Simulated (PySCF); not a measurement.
FK, charge +1, doublet, at the geometry of the source list (a state made from the parent by changing its charge; the spin is typed, not shown lowest). Base run: PySCF with M062X/def2-TZVP.

Here is a job for PySCF.
```python
from pyscf import gto, scf, dft, solvent

mol = gto.Mole()
mol.atom = '''
    K    -0.52270000   -0.46850000   -0.73520000
    F     0.52270000    0.46850000    0.73520000
'''
mol.basis = 'def2-tzvp'
mol.charge = 1
mol.spin = 1
mol.verbose = 3
mol.build()

mf = dft.UKS(mol)
mf.xc = 'm062x'
mf.kernel()
```

Variants of this job, named by their change:

| change | ΔE vs base (kJ/mol) |
|---|---|
| base | 0.00 |
| model = IEF-PCM; solvent = acetonitrile; r_probe = 0.5 | -176.8 |
| model = IEF-PCM; solvent = acetonitrile; vdw_scale = 1.1 | -221.6 |
| model = IEF-PCM; solvent = acetonitrile | -203.7 |
| model = IEF-PCM; solvent = chloroform | -165.1 |
| model = IEF-PCM; solvent = tetrahydrofuran | -181.4 |
| model = SS(V)PE; solvent = acetonitrile | -201.9 |
| model = IEF-PCM; solvent = acetonitrile; vdw_scale = 1.4 | -175.4 |
| model = IEF-PCM; solvent = methanol | -203.2 |
| model = IEF-PCM; solvent = acetonitrile; vdw_scale = 1.0 | -243.4 |
| model = IEF-PCM; solvent = acetonitrile; lebedev_order = 41 | -203.7 |
| model = ddCOSMO; solvent = acetonitrile | -310.9 |

The base is the gas phase, so ΔE is the electrostatic part of solvation at a fixed geometry, without cavity and dispersion terms.

Open shells are given as the SCF converged; they aren't shown to be the lowest states, and a large step between rows can be another state.
